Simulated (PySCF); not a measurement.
**Ionisation energy of Mg⁺ by level of theory**

Mg⁺ [Ne] 3s1 (2S) → Mg²⁺ [Ne] (1S), as a difference of total energies. Computed with PySCF 2.14 in aug-cc-pCVDZ (6s5p3d, 36 functions), with the non-relativistic Hamiltonian (point nucleus). Correlated levels: nothing frozen. The calculations carry no spin-orbit coupling.

```tsv
method	ionisation energy (eV)	error (eV)
UHF	14.716	-0.319
MP2 (all electrons)	14.795	-0.240
SCS-MP2 (all electrons)	14.775	-0.260
CCSD (all electrons)	14.794	-0.241
CCSD(T) (all electrons)	14.796	-0.239
```

Reference: 15.035 eV (measured; NIST Atomic Spectra Database, ionization energies).

Errors of the correlated levels include the incompleteness of this basis.
